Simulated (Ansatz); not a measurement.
Reaction (ligand exchange at a Ga–S bond): `[NH2][Ga]([SH])[Cl]` + NH₃ → `[NH2][Ga]([NH2])[Cl]` + H₂S

Calculated with Ansatz (gas phase, PBE0-D4/def2-TZVP geometries, no zero-point term in ΔE). CCSD(T)/CBS is the MP2 limit (def2-TZVPP, def2-QZVPP) plus CCSD(T) − MP2 in def2-TZVPP, frozen cores. This one scheme is used for every species. For Ga outer-core shells are correlated without core-valence functions, which leaves a few kJ/mol of doubt a bond. Scalar relativity is left out up to krypton. One conformer a species, not always the lowest.

```tsv
species	HF/def2-QZVPP energy (Eh)
`[NH2][Ga]([SH])[Cl]`	-2836.72476
NH₃	-56.22439
`[NH2][Ga]([NH2])[Cl]`	-2494.21033
H₂S	-398.71944
```

**Question.** Work out ΔE.

**Answer.** ΔE = (-2494.21033) + (-398.71944) − (-2836.72476) − (-56.22439) = 0.01938 Eh = +50.9 kJ/mol. CCSD(T)/CBS gives +52.7 kJ/mol.

Largest T1 diagnostic among the species: 0.012.

Leaving LDA and LC-ωPBE aside and taking each functional with its dispersion term where it has one, the values, not all of them listed here, spread over 11.0 kJ/mol, from CAM-B3LYP-D4 to B97M-V. LDA lies −5.4 kJ/mol from PBE without D4.
